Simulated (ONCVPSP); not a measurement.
What the settings do to the ONCV potential of nitrogen (N)

Base potential:

ONCVPSP 4.0.1 input, shortened (lines: element, Z, core and valence counts, functional; n l f; lmax; l rc ep ncon nbas qcut; lloc lpopt rc5 dvloc0; l nproj debl; icmod fcfact rcfact), LDA (Perdew-Wang 92), scalar-relativistic:

```
  N 7.00    1    2  -001012      upf
    1    0    2.00
    2    0    2.00
    2    1    2.50
    1
    0    0.80    0.00    3    7    8.10
    1    1.30    0.00    4    8   12.00
    4    1    0.50    0.00
    0    1    1.20
    1    2    1.90
    1    0.35    0.00
```

All-electron outer shells of the reference configuration (LDA (PZ), scalar-relativistic, ld1.x):

```
shell  level (eV)  outermost node (bohr)  outermost maximum (bohr)
   1s     -389.31                      –                      0.15
   2s      -24.94                   0.32                      1.00
   2p      -13.58                      –                      0.94
```

Cutoffs, loose and tight: the cutoffs (Ha) at which the residual kinetic energy of the hardest occupied pseudo-wave falls to 1 and 0.1 mHa per electron. They do not see the model core or the augmentation charge, which bear on the density cutoff. Test errors are all-electron minus pseudo excitation energies from the reference, over the configurations 2s2 2p3; 2s2 2p2; 2s2 2p1; 2s1 2p0. A dash means not determined; rows that change the core or the reference have their own tests.

| change | outcome | cutoff, loose | cutoff, tight | bound ghosts | GHOST(+) flags above zero | largest test error (meV) |
| --- | --- | --- | --- | --- | --- | --- |
| base | generated | 39 Ha | 59 Ha | none | none | +378 |
| core correction polynomial model core, fcfact 0.12 | generated | 39 Ha | 59 Ha | none | none | +405 |
| core correction polynomial model core, fcfact 0.24 | generated | 39 Ha | 59 Ha | none | none | +384 |
| core correction polynomial model core, fcfact 0.4 | generated | 39 Ha | 59 Ha | none | none | +376 |
| core correction polynomial model core, fcfact 0.5 | generated | 39 Ha | 59 Ha | none | none | +373 |
| core correction polynomial model core, fcfact 0.6 | generated | 39 Ha | 59 Ha | none | none | +373 |
| core correction polynomial model core, fcfact 0.78 | generated | 39 Ha | 59 Ha | none | none | +370 |
| core correction polynomial model core, fcfact 0.9 | generated | 39 Ha | 59 Ha | none | none | +370 |
| core correction polynomial model core, fcfact 0.96 | generated | 39 Ha | 59 Ha | none | none | +370 |
| core correction polynomial model core, fcfact 1.08 | generated | 39 Ha | 59 Ha | none | none | +370 |
| core correction polynomial model core, fcfact 1.22 | generated | 39 Ha | 59 Ha | none | none | +370 |

Reading the sweep of the fcfact (base included, trends over the rows without a ghost): The loose cutoff stays near 39 Ha. The median size of the test errors (rows with all tests solved) stays near 17.2 meV.
